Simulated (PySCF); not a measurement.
**Computed properties of FH6NOSi2, SMILES N([Si@H](O)F)[SiH3]**

FH6NOSi2, SMILES O[Si@H](F)N[SiH3]. Geometry optimised at PBE0-D3(BJ)/def2-SVP. The structure was generated by enumeration; whether it is a known compound was not checked. Other conformers were not sampled. All values are computed for the isolated molecule unless a solvent is named; none is compared with measurement here.

**Structure.** All 27 harmonic modes at PBE0-D3(BJ)/def2-SVP (PySCF) are real, so it is a minimum. With heavy atoms numbered as in [OH:1][Si@H:2]([F:3])[NH:4][SiH3:5], the shortest bond between them is Si2–F3 at 1.617 Å and the longest N4–Si5 at 1.747 Å.

**Vibrations.** The strongest infrared lines (harmonic, unscaled, degenerate partners summed) lie at 899 cm⁻¹ (324 km/mol, H 47 %, Si 23 %, O 18 %), 1205 cm⁻¹ (289 km/mol, H 59 %, N 35 %), 946 cm⁻¹ (266 km/mol, H 55 %, N 24 %, Si 21 %). The softest mode is at 51 cm⁻¹ and the zero-point energy is 42.8 kcal/mol.

**Electronic structure.** ωB97X/def2-TZVP (PySCF) places the frontier levels at -10.53 and 2.10 eV, a gap of 12.63 eV, and gives a dipole moment of 2.87 D and a mean polarisability of 58.4 bohr³. PBE/def2-TZVP (PySCF) at the same geometry gives -6.69 and -0.74 eV, so its gap is 6.68 eV narrower. An orbital gap is neither the optical nor the fundamental gap.

**Excitations.** TDDFT-B3LYP/def2-SVPD (PySCF) has S1 at 6.50 eV (191 nm, f = 0.014, weak); the most intense of the 10 singlets computed lies at 8.47 eV (f = 0.08). T1 (TDA) is at 6.21 eV. TDDFT-PBE/def2-SVPD (PySCF) puts S1 at 5.99 eV. No vertical singlet excitation falls in the visible range (under 3.1 eV).

**NMR.** GIAO shifts at PBE0/pcSseg-1 (PySCF) (non-relativistic, atoms alike by connectivity averaged): ¹H from 0.7 to 4.9 ppm against TMS; ²⁹Si from -56.4 to -35.1 ppm against TMS; ¹⁹F at -151.5 ppm against CFCl3.

**Solvation.** SMD-ωB97X/6-31G* (PySCF) gives -5.1 kcal/mol in water, -7.9 kcal/mol in ethanol, -5.0 kcal/mol in ethylethanoate (1 M in both phases, gas-phase geometry); of these solvents ethanol holds the molecule best.
